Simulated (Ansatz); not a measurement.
Total energies of CH8Si3 (`C1[SiH2][SiH2][SiH2]1`).

```xyz
12

C     0.5137    0.2378    1.2268
Si   -0.6911    1.2572    0.1729
Si   -0.9604   -0.5933   -1.2492
Si    1.0805   -0.9488   -0.1415
H     1.2930    0.7883    1.7554
H    -0.0651   -0.3319    1.9624
H     0.0393    2.3490   -0.5295
H    -1.8422    1.8546    0.9049
H    -1.0393   -0.4462   -2.7254
H    -2.0281   -1.5183   -0.7761
H     2.2019   -0.3438   -0.9131
H     1.4977   -2.3045    0.3124
```

Charge 0, multiplicity 1. All single points use the PBE0-D4/def2-TZVP geometry. Basis def2-TZVPP, Ansatz.

RPA on PBE orbitals: Hartree–Fock energy of these orbitals -909.29400 Eh, correlation -1.03154 Eh (frozen core).

```tsv
functional	energy without D4 (Eh)	D4 term (kJ/mol)
LDA (SPW92)	-907.52464	–
revPBE	-911.23329	-84.1
BLYP	-911.37533	-67.7
B97M-V	-911.21210	–
r2SCAN0	-911.30853	-8.9
HSE06 (plane-wave form)	-910.98725	-25.2
CAM-B3LYP	-911.41159	-27.6
ωB97X-V	-911.28127	–
ωB97M-V	-911.32224	–
B2PLYP	-911.01531	–
```

(1) Give the same for PBE, r2SCAN, PBE0, B3LYP, r2SCANh, BHLYP, LC-ωPBE, PBE-QIDH. (Best estimate.)

B3LYP takes the VWN-RPA correlation (the form of Gaussian; ORCA's B3LYP/G). HSE06 is the plane-wave form, built on full-range PBE exchange. The double hybrids freeze the cores in their second-order part.

Answers

(1) Computed: 
```csv
functional,energy without D4 (Eh),D4 term (kJ/mol)
PBE,-910.91057,-31.5
r2SCAN,-911.32109,-7.4
PBE0,-911.01032,-26.8
B3LYP,-911.49379,-51.2
r2SCANh,-911.31565,-8.0
BHLYP,-911.39657,-43.4
LC-ωPBE,-911.13095,–
PBE-QIDH,-910.74739,–
```

LC-ωPBE has ω = 0.4 bohr⁻¹.
